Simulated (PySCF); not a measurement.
Does the structure fit the spectrum?

A compound C4H9FSi gives the data below (simulated from a calculation) and was assigned the structure `C=C(C)[SiH2]CF`.

13C{1H} NMR (computed): δ 143.4 (CH), 134.6 (C), 89.1 (CH2), 31.2 (CH3).

1H NMR (600 MHz, computed): δ 6.12 (m, 1H), 5.45 (m, 2H), 4.17 (s, 3H), 2.08 (s, 3H).

[PySCF 2.14.0 with density-fitted response routines: GIAO PBE0/pcSseg-1 shieldings; structure optimised with GFN2-xTB; gas phase; relativity neglected; fast rotation and ring inversion assumed for equivalent nuclei; one computed conformer]

Chemical shifts δ = σref − σ; TMS for 1H, 13C, all at this level.

(1) Compare with the shifts computed for the proposed structure, pairing carbons in order of shift.

(2) Which isomer fits?

Results:

(1) Numbering as in the mapped SMILES `[CH2:1]=[C:2]([CH3:3])[SiH2:4][CH2:5][F:6]` (H(Xn): hydrogen on atom n).

```tsv
atom	computed for proposal	given list	difference
C2	151.7	143.4	+8.3
C1	136.0	134.6	+1.4
C5	81.1	89.1	-8.0
C3	28.1	31.2	-3.1
```

The rms difference is 6.0 ppm and the largest +8.3 ppm at C2 (fully substituted alkene carbon). The carbon types in order of shift don't match either: C, CH2, CH2, CH3 for the proposal against CH, C, CH2, CH3 in the data. The proposal doesn't fit.

(2) `C/C([SiH3])=C/CF`.

- Carbon types of the structure: 1 × C, 1 × CH, 1 × CH2, 1 × CH3, leaving 3 H on heteroatoms.
- δC 143.4: alkene CH; as expected for a trigonal carbon in a double bond.
- δC 134.6: fully substituted alkene carbon; as expected for a trigonal carbon in a double bond.
- δC 89.1: allylic sp3 CH2 bonded to F; the inductive effect lowers its shielding.
- δC 31.2: allylic methyl carbon; a saturated carbon with 1 carbon neighbour and no heteroatom attached.

The shifts were computed for this structure.

Splittings by 19F in the carbon and heteronuclear signals aren't shown, as no couplings were computed. Shifts are as computed. Against solution values, carbons near 30 ppm lie about +3 ppm off and those near 130 ppm about +5 ppm. Of 1211 compounds with measured shifts, 218 miss one by over three times the rms of a fit or turn the order of signals round; such compounds aren't used in these exercises. No couplings were computed; multiplicities are counted from neighbouring protons, with m where these are inequivalent, close in shift, in a saturated or five-membered ring or joined by F or P, and br s for small geminal =CH2 splittings.
